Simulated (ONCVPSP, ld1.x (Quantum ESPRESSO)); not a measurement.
**Potentials for Br compared**

Generated with ld1.x 7.5 (TM, RRKJ, ultrasoft, PAW), atompaw 4.2 or ONCVPSP 4.0.1. The cutoff is in Ry: for ld1.x and atompaw files where the sum of valence levels is converged to 10 mRy in a Bessel basis, for ONCV files where the hardest occupied wave has 1 mHa per electron of residual kinetic energy. The error is the largest all-electron minus pseudo excitation energy over each file’s own four to seven test configurations (ionisations up to +4, promotions, holes and added fractions of an electron), all of which were solved. The labels leave out finer settings (local radius, basis sizes, second energies), which also bear on the numbers. Spin-polarised tests are not counted. The rows are a selection from randomly drawn settings: files with unsolved tests, undetermined cutoffs or missed reference levels are left out.

A true bound ghost makes a file unfit for plane-wave use even where its test errors are small: the radial tests pick states by their node count and pass the ghost by.

```csv
potential,cutoff (Ry),largest error (meV),bound ghosts
"ONCV, PBEsol, non-relativistic, rc 1.60/1.70/0.80/1.65 (spdf), local smoothed, core correction no, reference 3d10 4s2 4p4.75, qcut 4.2/4.8/24/5.8, projectors 1/2/2/3",388,+4.1,s
"ONCV, PBE, scalar-relativistic, rc 1.50/1.25 (sp), local smoothed, core correction yes, reference 4s2 4p5, qcut 3.9/6.3, projectors 2/2",84,-49,none
"ONCV, PBE, fully relativistic, rc 1.50/0.95/0.60/1.60 (spdf), local smoothed, core correction yes, reference 3p6 3d10 4s2 4p5, qcut 4.2/11.5/20.8/7.6, projectors 2/2/2/2",439,-11,s
"ultrasoft, PBE, scalar-relativistic, rc 1.75/1.35 (sp), local smoothed, core correction no, reference 4s2 4p5",25,-214,none
"ONCV, PBE, scalar-relativistic, rc 1.25/1.40/1.30 (spd), local smoothed, core correction yes, reference 4s1.5 4p5.5, qcut 5.3/6.3/7.4, projectors 2/1/2",27,+3.8,"s, d"
```

Problem. Fill in the row for Br: TM, PBEsol, scalar-relativistic, rc 1.25/1.60/1.10 (spd), local p, core correction no, reference 3d10 4s2 4p3.5.

Solution. cutoff 260 Ry, largest error -1030 meV, bound ghosts: none.
